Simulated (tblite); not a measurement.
C4H5N2Si (doublet state).
SMILES with atom numbers: `[N:1]=[CH:2][C:3]1=[CH:4][CH:5]=[N:6][SiH2:7]1` (hydrogens: H8 on C2; H9 on C4; H10 on C5; H11, H12 on Si7)

The geometry is computed with GFN2-xTB (gas phase). This method treats the open shell by occupation alone, without spin polarisation.

(1) Give the optimised bond lengths and angles.

Results:

(1) 
| bond | length (Å) |
| --- | --- |
| N1=C2 | 1.226 |
| C2–C3 | 1.457 |
| C3–C4 | 1.346 |
| C4–C5 | 1.456 |
| C5–N6 | 1.274 |
| N6–Si7 | 1.752 |
| C3–Si7 | 1.913 |
| C2–H8 | 1.104 |
| C4–H9 | 1.080 |
| C5–H10 | 1.085 |
| Si7–H11, Si7–H12 | 1.453 |

Bonds in one row agree within 0.01 Å and their mean is given. A selection of angles:
| angle | degrees |
| --- | --- |
| N1–C2–C3 | 128.4 |
| N1–C2–H8 | 119.6 |
| C3–C2–H8 | 112.0 |
| C2–C3–C4 | 124.7 |
| C2–C3–Si7 | 128.3 |
| C4–C3–Si7 | 107.0 |
| C3–C4–C5 | 112.2 |
| C3–C4–H9 | 126.6 |
| C5–C4–H9 | 121.1 |
| C4–C5–N6 | 119.8 |
| C4–C5–H10 | 120.6 |
| N6–C5–H10 | 119.6 |
| C5–N6–Si7 | 110.6 |
| N6–Si7–H11 | 110.7 |
| C3–Si7–N6 | 90.4 |
| C3–Si7–H11 | 111.7 |
| H11–Si7–H12 | 118.2 |

Dihedral angles: N1–C2–C3–C4 180° (antiperiplanar).

C4 (carbon bonded to 2 C and H) is planar (angles 126.6°, 121.1° and 112.2°, sum 360.0°, 0.00 Å off the plane of its three neighbours). The 5-membered ring C3–C4–C5–N6–Si7 has internal angles of 90.4° to 119.8°; it is planar, 0.00 Å rms from its mean plane, widest ring torsion 0°. C2 (carbon bonded to C, N and H) is planar (angles 128.4°, 119.6° and 112.0°, sum 360.0°, 0.00 Å off the plane of its three neighbours). The 7 heavy atoms lie in one plane (0.001 Å rms). The 3 C–C bonds span 1.346 Å (C3–C4, aromatic) to 1.457 Å (C2–C3, drawn single), a spread of 0.111 Å. Si7 (silicon bonded to C, N and 2 H) has angles from 90.4° to 118.2°. The C–N distances run from 1.226 Å (N1=C2, drawn double) to 1.274 Å (C5–N6, aromatic), a spread of 0.048 Å.

Point group: Cs (every atom within 0.08 Å of its image). Its GFN2-xTB frequencies are all real (lowest 54 cm⁻¹). 2 starts were optimised and ended at 0.00 and 1.25 kcal/mol (GFN2-xTB); the lowest of these is shown.

One conformer stands for the species.
